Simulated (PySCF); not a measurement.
C2H8BF2N.
Atom-mapped SMILES: `[NH3+:1][BH2-:2][CH2:3][CH:4]([F:5])[F:6]` (hydrogens: H7, H8, H9 on N1; H10, H11 on B2; H12, H13 on C3; H14 on C4)

Method: PySCF 2.14.0, PBE0-D3(BJ)/def2-SVP geometry optimisation, gas phase; density fitting, grid level 1; the optimiser is geomeTRIC in internal coordinates, started from a GFN2-xTB structure with every atom displaced at random (about 0.01 Å).

Step 0: E = -9787.5767 eV
```
atom  x, y, z in Å  |  force x, y, z in eV/Å
N1      1.5052    0.4327    0.2539   -1.841   1.098  -0.098
B2      0.6854   -0.9735    0.1349   -0.953   0.654  -0.174
C3     -0.8026   -0.6365   -0.5244    1.301   0.598   1.045
C4     -1.3985    0.6372   -0.0184   -2.632   0.059  -0.442
F5     -1.2977    0.8064    1.3203    0.459  -0.181   0.530
F6     -0.8269    1.7494   -0.5608    0.561   0.056  -0.297
H7      2.4488    0.2936    0.5497    0.906  -0.119   0.286
H8      1.4880    0.9343   -0.6553    0.103  -0.249   0.720
H9      1.0034    1.0417    0.9535    0.707  -0.625  -0.867
H10     1.3328   -1.6656   -0.5728    0.564  -0.612  -0.560
H11     0.6032   -1.3886    1.2563    0.044  -0.192   0.542
H12    -0.7336   -0.5323   -1.5953   -0.072   0.034  -0.887
H13    -1.4924   -1.4466   -0.3144   -0.291  -0.417   0.123
H14    -2.5221    0.7328   -0.2349    1.144  -0.105   0.078
```

Question: Estimate the geometry and energy of step 1. (The exact step hangs on the optimiser's Hessian estimate; all steps are aligned on step 0, rigid shifts and turns removed.)

Answer: E = -9787.7220 eV, largest force 0.598 eV/Å
```
atom  x, y, z in Å  |  force x, y, z in eV/Å
N1      1.4661    0.4512    0.2771    0.297   0.030   0.038
B2      0.6725   -0.9643    0.1003   -0.023  -0.007  -0.091
C3     -0.8096   -0.6432   -0.5004   -0.173  -0.021  -0.156
C4     -1.4255    0.6505   -0.0571    0.584  -0.130   0.010
F5     -1.2052    0.8711    1.2767   -0.162   0.072  -0.002
F6     -0.7801    1.6845   -0.7020   -0.183   0.087   0.045
H7      2.4451    0.2967    0.5309   -0.164  -0.013  -0.042
H8      1.4304    1.1000   -0.5187   -0.108  -0.252   0.164
H9      1.0024    0.9034    1.0655    0.020   0.264  -0.019
H10     1.3322   -1.6769   -0.6478    0.023   0.057   0.005
H11     0.6554   -1.3993    1.2464   -0.017  -0.058  -0.017
H12    -0.7953   -0.5958   -1.6050   -0.063  -0.063   0.066
H13    -1.4916   -1.4674   -0.2337    0.044  -0.007  -0.005
H14    -2.5038    0.7745   -0.2400   -0.076   0.040   0.004
```

The energy changes by -0.1453 eV. The first-order estimate −F·Δx gives -0.4112 eV and the mean of the old and new forces, exact on a quadratic surface, -0.1544 eV. The step makes an angle of 78° with the force vector and moves no atom by more than 0.222 Å.

The cost below is that of the whole optimisation. Time: 64 s wall; peak memory 0.50 GiB. Hardware: one thread, Arm Neoverse V1 (aarch64) (shared host).
